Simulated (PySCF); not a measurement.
How neighbours change a Si atom

Gas-phase molecules, one conformer each, optimised by PBE0-D3(BJ)/def2-SVP. No frequency run checks that these structures are minima. Shifts by GIAO PBE0/pcSseg-1 or PBE0/pcSseg-2 against computed TMS. Core levels by delta-SCF with SCAN, pcX-2 on the ionised atom and pcseg-1 elsewhere, spin-free X2C (2p3/2 is the spin-free 2p value less a third of a first-order spin-orbit splitting); from the vacuum level. Excitations by CAM-B3LYP/def2-SVPD.

Question: Order these by the lowest singlet (eV), lowest first.
A. O[Si](O)(O)[SiH3] (Si bonded to 3 O + 1 Si)
B. N#C[Si](O)(O)O (Si bonded to 1 C + 3 O)
C. O[Si](O)(O)O[Si](Cl)(Cl)Cl (Si bonded to 4 O)
D. O[Si](O)(O)F (Si bonded to 1 F + 3 O)
E. O[Si](O)(O)S (Si bonded to 3 O + 1 S)
F. CN[Si](O)(O)O (Si bonded to 1 N + 3 O)
G. N[SiH2]O[Si](O)(O)O (Si bonded to 4 O)

Answer: F (6.11), E (6.22), G (6.87), B (7.07), A (7.15), C (7.7), D (8.34).

Question: Give the other values.

Answer: 
```
        structure (SMILES)  Si bonded to  shift of Si (ppm)  core level of Si (eV)  lowest singlet (eV)
O[Si](O)(O)O[Si](Cl)(Cl)Cl           4 O              -75.3                 109.28                 7.70
         O[Si](O)(O)[SiH3]    3 O + 1 Si              -28.8                 107.91                 7.15
            N#C[Si](O)(O)O     1 C + 3 O              -79.5                 109.42                 7.07
             CN[Si](O)(O)O     1 N + 3 O              -54.2                 107.98                 6.11
       N[SiH2]O[Si](O)(O)O           4 O              -68.5                 108.59                 6.87
              O[Si](O)(O)S     3 O + 1 S              -34.7                 108.62                 6.22
              O[Si](O)(O)F     1 F + 3 O              -74.5                 109.42                 8.34
```
